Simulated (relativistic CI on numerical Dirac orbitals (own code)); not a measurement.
Method of calculation: Dirac-Coulomb-Breit CI, orbitals from a KLI potential per configuration, model QED (radiative potential, 1s self-energy scaled to tabulated hydrogen-like ionisation energies), valence Slater integrals scaled by 0.9, P86 correlation estimate, and configurations built on the next ion tied to the tabulated ionisation energy (semi-empirical) (own radial code, finite nucleus).

Configurations in the expansion (outside the closed core [Ar]): 3d10 4s2, 3d10 4s 4d, 3d10 4s 5s, 3d10 4s 5p, 3d10 4s 4p, 3d10 4s 5d, 3d10 4s 6s, 3d10 4s 4f, 3d10 4s 5f, 3d10 4p2, 3d10 4d2, 3d10 4p 4d, 3d10 4p 5s, 3d10 4f2, 3d10 4p 4f, 3d10 4d 5s, 3d10 4d 4f, 3d10 4s 5g, 3d10 4s 6p, 3d10 5s2, 3d9 4s 4p2, 3d10 4f 5s, 3d8 4s2 4p2, 3d10 4s 6d. Levels of other configurations are missing.

Configurations that consist of the next ion and one excited electron were tied to the tabulated ionisation energy; Rydberg ones are usually within 1,000 to 3,000 cm⁻¹ and the lowest ones within about 6,000 (9,000 in d shells), while levels on excited terms of the next ion carry the error of that term, and the other configurations can be misplaced by 10,000 cm⁻¹ or more. Rates follow the energies as ν³ (E1, M1) or ν⁵ (E2), so rates, branching and lifetimes can be off by large factors.

Outline of the computed level scheme of Zr XI. Lowest level of each configuration: 3d10 4s2 1S_0 at 0.000 eV; 3d10 4s 4p 3P°_0 at 21.613 eV; 3d10 4p2 3P_0 at 49.663 eV; 3d10 4s 4d 3D_1 at 66.557 eV; 3d10 4p 4d 3F°_2 at 88.617 eV; 3d10 4s 5s 3S_1 at 100.290 eV; 3d10 4s 4f 3F°_2 at 106.470 eV; 3d10 4s 5p 3P°_0 at 110.948 eV; 3d10 4p 5s 3P°_0 at 125.724 eV.

Some strong electric-dipole decays among the lowest 40 levels: 3d10 4s 5s 1S_0 → 3d10 4s 4p 1P°_1 (8.7e+10 s⁻¹); 3d10 4s 4f 1F°_3 → 3d10 4s 4d 1D_2 (7.8e+10 s⁻¹); 3d10 4s 4d 1D_2 → 3d10 4s 4p 1P°_1 (6.2e+10 s⁻¹); 3d10 4s 5s 3S_1 → 3d10 4s 4p 3P°_2 (5.6e+10 s⁻¹); 3d10 4s 4f 3F°_4 → 3d10 4s 4d 3D_3 (5.6e+10 s⁻¹); 3d10 4s 4f 3F°_3 → 3d10 4s 4d 3D_2 (5.0e+10 s⁻¹); 3d10 4s 4f 3F°_2 → 3d10 4s 4d 3D_1 (4.7e+10 s⁻¹); 3d10 4s 4d 3D_3 → 3d10 4s 4p 3P°_2 (4.4e+10 s⁻¹).

LS names give the leading component of a level, which can be under half, so a name can repeat, a term be missing and a line seem to break the LS rules.
